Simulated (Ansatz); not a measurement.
ZnCl2, 3 atoms. Hardware: 4 threads of Arm Neoverse N1 on a shared host.

The 6-31G sets use Cartesian d functions. Correlated methods freeze 19 core orbitals.

(1) How many basis functions does each of these Ansatz runs have, and roughly what does it cost? PBE-D4/def2-TZVP, charge 0 singlet, frequencies; B97M-V/def2-TZVP, charge 0 singlet, energy and forces, from earlier orbitals; B2PLYP/def2-TZVP, charge 0 singlet, energy, from earlier orbitals; PBE-D4/def2-SVP, charge 0 singlet, energy, from earlier orbitals; B3LYP-D4/6-31G, charge 0 singlet, energy; PBE-D4/def2-TZVP, charge 0 triplet at the geometry of the charge 0 singlet, energy, from earlier orbitals; CCSD(T)/def2-TZVPP, charge 0 singlet, energy, from earlier orbitals; r2SCAN-D4/def2-TZVP, charge 0 singlet, energy, from earlier orbitals; PBE-QIDH/def2-TZVP, charge 0 singlet, energy, from earlier orbitals; PBE0-D4/def2-TZVP, charge 0 triplet at the geometry of the charge 0 singlet, energy; PBE0-D4/def2-TZVP, charge 1 doublet at the geometry of the charge 0 singlet, energy; HF/6-31G, charge 0 singlet, energy.

Answers

(1) Other jobs shared the machine, so times can vary by a factor of up to 3. A dash marks memory too small to be measured apart from the calling script's.

```tsv
run	functions	fitting or Cholesky vectors	wall time	peak host memory (GiB)
HF/6-31G, charge 0 singlet, energy	55	573	0.35 s	–
PBE-D4/def2-SVP, charge 0 singlet, energy, from earlier orbitals	67	748	0.65 s	–
B3LYP-D4/6-31G, charge 0 singlet, energy	55	573	0.9 s	–
B2PLYP/def2-TZVP, charge 0 singlet, energy, from earlier orbitals	122	833	2.8 s	–
r2SCAN-D4/def2-TZVP, charge 0 singlet, energy, from earlier orbitals	122	972	2.9 s	–
PBE-QIDH/def2-TZVP, charge 0 singlet, energy, from earlier orbitals	122	833	3.1 s	–
B97M-V/def2-TZVP, charge 0 singlet, energy and forces, from earlier orbitals	122	972	4.8 s	–
CCSD(T)/def2-TZVPP, charge 0 singlet, energy, from earlier orbitals	148	951	7.5 s	0.64
PBE-D4/def2-TZVP, charge 0 triplet at the geometry of the charge 0 singlet, energy, from earlier orbitals	122	972	9 s	–
PBE-D4/def2-TZVP, charge 0 singlet, frequencies	122	972	11 s	–
PBE0-D4/def2-TZVP, charge 0 triplet at the geometry of the charge 0 singlet, energy	122	833	24 s	–
PBE0-D4/def2-TZVP, charge 1 doublet at the geometry of the charge 0 singlet, energy	122	833	32 s	–
```
